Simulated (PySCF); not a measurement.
Xe²⁺ (xenon, charge +2) across methods

[Kr] 4d10 5s2 5p3 6s1, high-spin 5S determinant (an excited configuration). Calculation: PySCF 2.14, in aug-cc-pVQZ-PP with one added diffuse shell each of s, p, d, f, g type with ECP28MDF (8s8p6d4f3g, 117 functions); a scalar-relativistic core potential. The B2PLYP total includes its PT2 part (frozen core); its orbital energies are those of the SCF part.

| method | E (hartree) | mean ε 5s β (eV) | mean ε 5p α (eV) | mean ε 6s α (eV) | Σ⟨r²⟩ (bohr²) | ⟨S²⟩ |
| --- | --- | --- | --- | --- | --- | --- |
| r2SCAN | -327.7112 | -41.538 | -31.841 | -13.663 | 52.97 | 6.001 |
| B2PLYP | -327.3361 | -43.684 | -33.992 | -14.590 | 53.21 | 6.001 |
| LDA | -327.1406 | -42.069 | -31.207 | -13.956 | 52.24 | 6.000 |
| UHF | -326.62550 | -44.579 | -36.596 | -15.393 | 54.09 | 6.001 |
| PBE0 | -327.6170 | -42.646 | -32.729 | -14.240 | 52.72 | 6.001 |
| CAM-B3LYP | -327.5988 | -44.538 | -33.957 | -15.074 | 52.74 | 6.000 |
| TPSSh | -327.4986 | -41.782 | -31.937 | -13.773 | 52.80 | 6.001 |
| PBE | -327.5933 | -41.501 | -31.151 | -13.727 | 52.50 | 6.001 |

Energies and moments cover only the electrons outside the core potential. The outer electron is Rydberg-like, and this basis confines it to a smaller radius and binds it less than a complete one would.
